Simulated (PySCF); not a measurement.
# The electron affinity along the 5p block

Calculated with PySCF 2.14 from differences of total energies of unrestricted determinants, without spin-orbit coupling. Values in eV. The last column holds reference values (measured affinities from photodetachment; the arrow runs from anion to atom). Unmarked ones compare directly (S terms, centres of terms, or small fine structure); those marked * lie between the lowest fine-structure levels and include a spin-orbit shift.

```
                            element                         configurations  MP2 (valence)  CCSD (valence)  CCSD(T) (valence)    PBE   PBE0  r2SCAN  reference
In (aug-cc-pVTZ-DK3, spin-free X2C)  [Kr] 4d10 5s2 5p2 → [Kr] 4d10 5s2 5p1          0.358           0.382              0.419  0.540  0.496   0.571    0.384 *
Sn (aug-cc-pVTZ-DK3, spin-free X2C)  [Kr] 4d10 5s2 5p3 → [Kr] 4d10 5s2 5p2          1.365           1.351              1.394  1.424  1.420   1.522    1.112 *
Sb (aug-cc-pVTZ-DK3, spin-free X2C)  [Kr] 4d10 5s2 5p4 → [Kr] 4d10 5s2 5p3          0.605           0.710              0.763  0.964  0.896   0.923    1.047 *
Te (aug-cc-pVTZ-DK3, spin-free X2C)  [Kr] 4d10 5s2 5p5 → [Kr] 4d10 5s2 5p4          1.851           1.852              1.916  2.075  2.031   2.042    1.971 *
 I (aug-cc-pVTZ-DK3, spin-free X2C)               [Xe] → [Kr] 4d10 5s2 5p5          3.202           3.090              3.159  3.259  3.250   3.277    3.059 *
```

The highest occupied level of the anion is positive for In⁻ at PBE, PBE0, r2SCAN; Sn⁻ at PBE, PBE0, r2SCAN; Sb⁻ at PBE, PBE0, r2SCAN; Te⁻ at PBE, r2SCAN, so there the basis helps to hold the electron.

"Valence" correlates the outer s and p shells and, in groups 3 to 12 and the f block, the outer d or f shell, open or full, or the next shell where the ion has no valence electron left; the wider scheme adds the next inner shell.
